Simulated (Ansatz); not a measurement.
Reaction (formal exchange of groups at a Ge–C bond): `[CH3][GeH3]` + `C[SiH](F)F` → `C[Si](F)(F)[GeH3]` + CH₄

Isolated molecules relaxed with PBE0-D4/def2-TZVP in Ansatz; ΔE leaves out vibrations. CBS: MP2 limit from def2 TZ/QZ plus the TZ coupled-cluster correction, frozen cores. This one scheme is used for every species. DFT in def2-TZVPP. B3LYP here is the variant with VWN-RPA as its local correlation; programs differ in this. For Ge outer-core shells are correlated without core-valence functions, which leaves a few kJ/mol of doubt a bond. Scalar relativity is left out up to krypton.

`[CH3][GeH3]`:

```xyz
8

C     0.049    0.966    0.371
Ge   -0.043   -0.855   -0.328
H    -0.897    1.239    0.841
H     0.843    1.046    1.114
H     0.253    1.671   -0.436
H    -0.336   -1.852    0.807
H     1.292   -1.245   -0.988
H    -1.161   -0.970   -1.381
```

`C[SiH](F)F`:

Z-matrix (Å, degrees):
```
C
Si 1 1.840
H 1 1.092 2 110.7
H 1 1.093 2 110.6 3 -120.1
H 1 1.093 2 110.6 3 120.1
F 2 1.591 1 109.8 3 58.6
F 2 1.591 1 109.8 3 -58.5
H 2 1.477 1 114.8 3 -179.9
```

`C[Si](F)(F)[GeH3]`:

Z-matrix (Å, degrees):
```
C
Si 1 1.846
H 1 1.092 2 110.7
H 1 1.093 2 110.7 3 -120.1
H 1 1.093 2 110.2 3 120.0
F 2 1.597 1 108.8 3 -177.4
F 2 1.597 1 108.8 3 -62.4
Ge 2 2.380 1 116.1 3 60.1
H 8 1.538 2 110.0 1 59.7
H 8 1.537 2 110.0 1 -59.4
H 8 1.535 2 110.9 1 -179.9
```

CH₄:

Z-matrix (Å, degrees):
```
C
H 1 1.090
H 1 1.090 2 109.5
H 1 1.090 2 109.5 3 -120.0
H 1 1.090 2 109.5 3 120.0
```

```
             level  ΔE (kcal/mol)  difference from CCSD(T)/CBS
          B3LYP-D4           -7.3                         -1.9
           ωB97X-V           -5.9                         -0.5
           ωB97M-V           -5.8                         -0.4
               PBE           -8.2                         -2.8
              PBE0           -7.0                         -1.6
CCSD(T)/def2-TZVPP           -4.8                          0.6
SCS-MP2/def2-QZVPP           -3.6                          1.8
      HF/CBS(def2)           -2.4                          3.0
     MP2/CBS(def2)           -4.5                          0.9
    CCSD/CBS(def2)           -5.0                          0.4
       CCSD(T)/CBS           -5.4                            0
```

Largest T1 diagnostic among the species: 0.012.

The D4 term adds −1.2 kcal/mol with B3LYP and −0.7 kcal/mol with PBE0; it sums over pairs of atoms, weighted by their polarisabilities, and B3LYP, whose exchange is more repulsive, gets the larger term. In def2-TZVPP, CCSD(T) changes the Hartree–Fock value by −2.2 kcal/mol (the triples alone add −0.4 kcal/mol) and MP2 by −1.3 kcal/mol. From PBE to PBE0 (25 % exact exchange), in def2-TZVPP and without D4, ΔE moves by +1.2 kcal/mol.
